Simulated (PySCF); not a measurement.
# [Nd(H2O)]3+ relaxed at several levels

Computed with PySCF 2.14.0, def2-SVP on the ligands, density fitting, scalar-relativistic core potentials, no spin-orbit coupling, vacuum. Each row is relaxed at its own level from the same template. Distances are means of the shortest metal–ligand contacts, charges and spins Mulliken's; removal energies are rigid, with the ligand's formal charge and no counterpoise, so too large; for an anion taken off a cation in vacuum most of it is the attraction of opposite charges, and multiply charged cations can part far more cheaply with an electron moved from ligand to metal. lcecp potentials hold a fixed number of 4f electrons in the core, out of states, spins and gaps.

```
level      basis on the metal  point group  M–H2O (Å)  charge on M (e)  removal of one H2O (eV)  strongest infrared band, degenerate modes summed (cm⁻¹)  unstable modes (below −25 cm⁻¹)
  PBE  lcecp-1-SVP with ECP49          C2v      2.253             2.51                     5.11                                                     3260                                0
 TPSS  lcecp-1-SVP with ECP49          C2v      2.259             2.54                     4.96                                                        –                        not given
```

(1) What does the calculation give for PBE0, lcecp-1-SVP with ECP49?

One start shape was tried for each, so a minimum needn't be the lowest isomer.

Answers

(1) point group: C2v, M–H2O (Å): 2.246, charge on M (e): 2.57, removal of one H2O (eV): 4.87, strongest infrared band, degenerate modes summed (cm⁻¹): 3414, unstable modes (below −25 cm⁻¹): 0.
```xyz
4

Nd    0.0000    0.0000   -0.1034
O     0.0000    0.0000    2.1429
H     0.7790    0.0000    2.7709
H    -0.7790    0.0000    2.7709
```
